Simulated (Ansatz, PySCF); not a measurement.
Ligands exchanged one at a time, Al F-SiH3. Gas-phase values, no solvent. Strings in code marks are SMILES.

Quantity: vertical ionisation energy (energy after one electron is removed minus that of the parent at the parent's geometry), in eV.

Level 1: frozen-core CCSD(T)/cc-pVTZ // PBE0-D4/def2-TZVP (Ansatz, an electronic-structure program)
Level 2: B3LYP-D3(BJ)/def2-TZVP // PBE0-D4/def2-TZVP (PySCF)
Level 3: PBE0-D4/def2-TZVP (PySCF)
Level 4: minus the HOMO energy of HF/6-31G* // PBE0-D4/def2-TZVP (PySCF)

```csv
species,level 1,level 2,level 3,level 4
`[SiH3][Al]([SiH3])[SiH3]`,9.17,8.95,8.98,9.58
`[F][Al]([F])[SiH3]`,10.96,10.92,10.90,11.28
`[F][Al]([SiH3])[SiH3]`,9.33,9.14,9.16,9.65
```
